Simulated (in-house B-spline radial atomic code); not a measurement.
The numbers below are computed, except where a source is named.
# What the choice of pseudopotential does to G0W0 on PBE0: Tl⁺

All numbers come from a B-spline radial code for spherical atoms, non-relativistic (model numbers for so heavy an element), configuration [Xe] 4f14 5d10 6s2, open shells at high spin. Semilocal Troullier-Martins pseudo-atoms, one channel per l, are made with PBE or LDA for several valence sets and radii, with or without a model core, and set against the all-electron atom. One channel fits only the lowest state of its l, so a second state of that l is approximate. All electrons give 6s: PBE0 -14.589 eV, G0W0 -17.764 eV, 5d: PBE0 -27.605 eV, G0W0 -32.20 eV. Potentials are made in the ion's own configuration unless the neutral atom is named, and a smooth local potential serves every l without a channel. Potentials that miss their own reference levels by more than 6 millihartree, or need radii over 3.5 bohr, are left out. Columns give pseudo minus all-electron, in eV; a dash marks a level in the core or of low weight.

```csv
valence,made with,radii (bohr),model core (bohr),6s PBE0,6s G0W0,5d PBE0,5d G0W0
6s,LDA,s 1.83 p 2.24,none,-0.56,-0.34,-,-
6s,PBE,s 2.29 p 2.80,none,-0.06,+0.29,-,-
6s,"PBE, neutral atom",s 2.74 p 3.40,none,-0.05,+0.31,-,-
6s,PBE,s 1.83 p 2.24,2.29,+0.35,+0.71,-,-
6s,LDA,s 2.06 p 2.52,2.29,+0.26,+0.63,-,-
6s,"LDA, neutral atom",s 2.34 p 2.98,2.22,+0.21,+0.62,-,-
6s,"PBE, neutral atom",s 2.74 p 3.40,2.22,+0.30,+0.74,-,-
6s,LDA,s 2.98 p 3.40,2.29,+0.27,+0.71,-,-
5d 6s,"PBE, neutral atom",s 2.39 p 3.03 d 1.10,none,-0.20,-0.61,+1.04,+2.77
5d 6s,"LDA, neutral atom",s 1.87 p 2.38 d 0.88,0.97,-0.25,-0.67,+1.47,+3.04
5d 6s,"LDA, neutral atom",s 3.04 p 3.40 d 1.43,0.97,-0.27,-0.73,+1.51,+3.49
5p 5d 6s,LDA,s 2.63 p 1.08 d 1.27,none,-0.39,-1.19,+0.32,+0.85
5p 5d 6s,PBE,s 2.06 p 0.85 d 0.99,0.75,-0.42,-1.20,+0.51,+0.91
5s 5p 5d 6s,"LDA, neutral atom",s 1.03 p 1.08 d 1.27,none,-0.19,-0.22,-,-
```

Question: How does the G0W0 shift of 6s, which all sets hold, depend on the valence set?

Answer: Mean size: 5s 5p 5d 6s: 0.22 eV; 6s: 0.54 eV; 5d 6s: 0.67 eV; 5p 5d 6s: 1.20 eV. A semicore state feels strong exchange with the other subshells of its n, so the gain is largest when that whole shell is in the valence. A larger valence set can do worse when it takes only part of a shell, whose exchange with the frozen rest is then left to the functional. The means mix radii and the functional used in making the potentials.
